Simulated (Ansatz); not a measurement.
A made-up structure of SiH3Te (charge -1), singlet:

| atom | x (Å) | y (Å) | z (Å) |
| --- | --- | --- | --- |
| Si1 | -0.6035 | -0.7779 | -0.3989 |
| Te2 | 0.8259 | 1.2760 | 0.4168 |
| H3 | -1.1752 | -1.0356 | 1.0030 |
| H4 | 0.5573 | -1.7632 | -0.1983 |
| H5 | -1.3044 | -0.2694 | -1.5244 |

It is relaxed with PBE-D4/def2-SVPD and then PBE0-D4/def2-TZVPD (Ansatz 0.2.0). Atoms count as bonded within 1.22 times the sum of their covalent radii (H–H: 0.88 Å). The end point is not checked to be a true minimum.

Q: Does its bonding change? (Judge from chemistry; the calculation decides.)

A: By the calculation: No: no bond forms or breaks.

Where it ends: The first stage lowers the energy by 1.21 eV in 6 steps. It ends as SiH₃Te ([SiH3][Te]), total charge -1:
Si1  (-0.391, -0.595, -0.163)
Te2  (0.864, 1.402, 0.397)
H3  (-1.362, -1.062, 0.889)
H4  (0.439, -1.823, -0.429)
H5  (-1.250, -0.492, -1.396)
(Å)

Labels in which every atom is bracketed show which atoms are joined, not bond orders.

For scale, one of the runs: PBE0-D4/def2-TZVPD relaxation, 129 basis functions, launched by `ansatz run in.yaml --threads 2 --pin off --events-out ev --progress --plain --max-ram 4352MiB`. The run took about 12 s on 2 CPU threads of an Arm Neoverse V2 (shared host).
